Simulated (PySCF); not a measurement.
**How methods differ on the ionisation energy of Au(60+)**

Au(60+) [Ar] 3d1 (2D) → Au(61+) [Ar] (1S), as a difference of total energies. Computed with PySCF 2.14 in an uncontracted even-tempered set (17 s from 16 bohr⁻², ratio 2.5; 12 p from 21 bohr⁻², ratio 2.5; 7 d from 21 bohr⁻², ratio 2.5; 4 f from 74 bohr⁻², ratio 2.7; 3 g from 110 bohr⁻², ratio 2.7), with the spin-free X2C one-electron Hamiltonian (Gaussian nucleus). Correlated levels: outer shells: [Ne] frozen; virtual orbitals above 40 to 60 times the deepest correlated orbital energy dropped. The calculations carry no spin-orbit coupling.

```json
{"method": "UHF", "ionisation energy (eV)": "6245.4"}
{"method": "LDA", "ionisation energy (eV)": "6245.5"}
{"method": "PBE0", "ionisation energy (eV)": "6247.2"}
{"method": "BP86", "ionisation energy (eV)": "6248.2"}
{"method": "M06-L", "ionisation energy (eV)": "6247.2"}
{"method": "MP2 (outer shells)", "ionisation energy (eV)": "6245.0"}
{"method": "SCS-MP2 (outer shells)", "ionisation energy (eV)": "6245.0"}
```

**Question.** Estimate what r2SCAN gives.

**Answer.** 6248.3 eV, closest to BP86 among the rows shown.

**Question.** Estimate what PBE gives.

**Answer.** 6247.4 eV, closest to PBE0 among the rows shown.

A first-order spin-orbit estimate (lowest level to lowest level, LS coupling) adds 62.542 eV.

Breit and QED terms and the two-electron picture change are absent.

First order in ζ underestimates the shift of j = l − 1/2 levels at high Z.

For comparison: 6305 ± 10 eV (theoretical estimate listed by NIST; NIST Atomic Spectra Database, ionization energies).
